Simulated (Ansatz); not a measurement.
`CB1C=C1` + BH₃ → `BB1C=C1` + CH₄ at 600 K and 1 bar (formal exchange of groups at a B–C bond).

Isolated molecules relaxed with PBE0-D4/def2-TZVP in Ansatz; ΔE leaves out vibrations. CCSD(T)/CBS is the MP2 limit (def2-TZVPP, def2-QZVPP) plus CCSD(T) − MP2 in def2-TZVPP, frozen cores. This one scheme is used for every species.

```
  species  CCSD(T)/CBS energy (Eh)  H − E (kJ/mol)  S (J/(mol·K))
`CB1C=C1`               -141.91139           230.7          364.4
      BH₃                -26.55200            91.5          217.3
`BB1C=C1`               -128.00789           186.3          344.5
      CH₄                -40.46206           140.4          215.7
```

H − E and S are ideal-gas, rigid-rotor, harmonic terms from PBE0-D4/def2-TZVP. 1 Eh = 2625.50 kJ/mol, R = 8.31446 J/(mol·K).

Question: By hand: ΔE, ΔH, ΔS and ΔG.

Answer: ΔE = (-128.00789) + (-40.46206) − (-141.91139) − (-26.55200) = -0.00656 Eh = -17.2 kJ/mol. Δ(H − E) = 186.3 + 140.4 − 230.7 − 91.5 = 4.5, so ΔH = -12.7 kJ/mol. ΔS = 344.5 + 215.7 − 364.4 − 217.3 = -21.5 J/(mol·K). ΔG = -12.7 − 600 × (-21.5)/1000 = 0.2 kJ/mol.

Question: By hand: the equilibrium constant, and the temperature at which ΔG would vanish if ΔH and ΔS stayed fixed.

Answer: log₁₀ K = −ΔG/(RT ln 10) = 0.0. ΔG = 0 at ΔH/ΔS = 591 K.

TΔS isn't small against ΔH here. The sign of ΔG lies within the doubt. A doubt of 5 kJ/mol in ΔE shifts log₁₀ K by 0.4 here. Modes under 60 cm⁻¹, often nearly free rotors, make the harmonic entropy too high. These are equilibria of isolated gas molecules and say nothing of rates. Largest T1 diagnostic: 0.013 (customary marks: 0.02 for closed shells, 0.045 for open ones).
